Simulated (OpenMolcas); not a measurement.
Ni3+: effect of the metal basis

Ni3+ with its 6 nearest chloride ions at 2.451 Å, on the Y site of Cs2NaYCl6 (a = 10.7396 Å, distance in the model lattice 2.619 Å). The rest of the host is ab initio model potentials to 7.6 Å and point charges beyond; the distance is set by hand and nothing relaxes.

- Program: OpenMolcas
- Method: CASSCF
- Spin-orbit coupling: RASSI with atomic mean-field integrals over the reference wave functions

Fixed: ligand basis ANO-RCC-VDZP, active space 7 electrons in 5 orbitals (3d), DKH2 Hamiltonian.

States (labels of O, the rotations of Oh). Energies in cm-1 above the lowest state or level, χT in cm3 K/mol; under a threefold ground state the first gap can be a small split of the lowest multiplet, not the spin-orbit step.

| Run | Metal basis | Ground state | First state of that spin | First gap with spin-orbit (degeneracies) | χT at 300 K | First state of another spin | Cost |
| --- | --- | --- | --- | --- | --- | --- | --- |
| A | ANO-RCC-VDZP | 4T1 | 4T2 5815 | 465.9 (2, 4) | 3.445 | 2E 16448 | roughly 70 core-seconds |
| B | ANO-RCC-VTZP | 4T1 | 4T2 5626 | 454.7 (2, 4) | 3.522 | 2E 16858 | roughly 28 core-seconds |

Against A, the first state of the same spin changes by -3.3 % in B.

Costs are those of the RASSCF and RASSI steps.

An orbital triplet at a regular site is open to Jahn-Teller coupling, which can distort the site and quench the lowest spin-orbit gaps and is left out. Without dynamic correlation the repulsion within the d shell is too large (B by tens of per cent), so at a given field states of lower spin stand too high. CASSCF with metal d orbitals alone favours high spin, so a ground state of lower spin is not ruled out. Ligand-to-metal charge-transfer states are missing. With no ligand orbital active B as a rule stays too high, so bands that hang on it stand too high and its fall with covalency is understated. With metal d orbitals alone and no dynamic correlation the field as a rule comes out too small, by tens of per cent, by up to half for chloride and softer ligands, and with too little covalency χT stands high. The least metal-like active orbital is 81 % on the metal (Löwdin) and no ligand orbital is active, so the numbers are rough (holds for A). No measured value stands beside these numbers; the geometry was set by hand and not optimised.
